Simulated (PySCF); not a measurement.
## C4H5B: full NMR table

```
Formula                               : C4H5B
SMILES                                : C#CBC=C
InChI                                 : InChI=1S/C4H5B/c1-3-5-4-2/h1,4-5H,2H2
Point group of the computed structure : Cs
Carbon signals                        : 4
Proton signals                        : 5
```

Atoms are numbered as in `[CH:1]#[C:2][BH:3][CH:4]=[CH2:5]` (H(Xn): hydrogen on atom n). Ha(C5) is cis to B3; Hb(C5) is trans to B3.

- shielding tensors at PBE/pcSseg-2 (GIAO)
- J: B3LYP/pcJ-1 (spin–dipole term only in couplings to heteroatoms)
- structure optimised with PBE0-D3(BJ)/def2-SVP
- run in PySCF
- a single conformation, no solvent model, no relativistic terms

Shifts are taken against calculated references (same method and geometry level): TMS for ¹H (σ = 31.18 ppm) and ¹³C (σ = 179.39 ppm); BF3·OEt2 for ¹¹B (σ = 92.70 ppm).

```tsv
carbon	δC, type	δH (multiplicity, J in Hz)	HMBC from (abs. J ≥ 3 Hz)	span of the C tensor (ppm)
C1	127.9, CH	4.45 (s)	H(B3)	137
C2	104.2, C	–	H(C4), H(B3), H(C1)	302
C4	155.7, CH	7.45 (m)	–	281
C5	160.0, CH2	Ha(C5) 7.21 (m); Hb(C5) 6.77 (m)	H(B3)	246
```

Other nuclei:
```csv
atoms,nucleus,environment,δ (ppm),σ (ppm)
H(B3),¹H,hydrogen on a boron bonded to 2 C,6.15,25.02
B3,¹¹B,"boron bonded to 2 C, H",56.0,36.7
```

Selected couplings (Hz, signed; the shortest-range and largest first, 30 at most; isotopes ¹³C, ¹H, ¹¹B): ¹J(C1,H(C1)) 263.1, ¹J(C5,Ha(C5)) 170.1, ¹J(C5,Hb(C5)) 163.9, ¹J(C1,C2) 159.0, ¹J(C4,H(C4)) 153.3, ¹J(B3,H(B3)) 139.0, ¹J(C2,B3) 95.9, ¹J(B3,C4) 69.9, ¹J(C4,C5) 62.6, ²J(C1,B3) 18.0, ²J(Ha(C5),Hb(C5)) 4.9, ²J(B3,H(C4)) 4.4, ²J(C2,C4) 3.2, ²J(B3,C5) 2.5, ³J(H(C4),Ha(C5)) 20.5, ³J(H(C4),Hb(C5)) 13.2, ³J(B3,Hb(C5)) 11.1, ³J(B3,Ha(C5)) 7.5, ³J(H(B3),H(C4)) 5.7, ³J(C2,C5) 3.4, ³J(B3,H(C1)) 3.4, ³J(C1,C4) 1.6, ⁴J(H(C1),H(B3)) -2.4, ⁴J(H(B3),Hb(C5)) 1.9.

- δC 160.0: terminal =CH2 carbon; an sp2 carbon of a C=C bond.
- δC 155.7: alkene CH; as expected for a trigonal carbon in a double bond.
- δC 127.9: terminal alkyne carbon.
- δC 104.2: alkyne carbon; the triple bond shields along its axis, which puts it between sp3 and sp2 carbons.
- δH 7.45: hydrogen on an alkene CH; olefinic region.

Hydrogens on boron are broadened and split by ¹¹B (spin 3/2, 80 %) and 10B (spin 3). A carbon bonded to boron is broadened by the quadrupolar boron nucleus and is often missing from a measured spectrum. Multiplet labels drop couplings under 1 Hz and merge nearly equal ones. Unscaled 3J(H,H) at this level run about 10 % above measured values. Shifts are as computed, not scaled to solution data. Of 1211 compounds with measured shifts, 218 miss one by over three times the rms of a fit or turn the order of signals round; such compounds aren't used in these exercises. 3J across rotatable bonds or in flexible rings reflects this conformer alone.
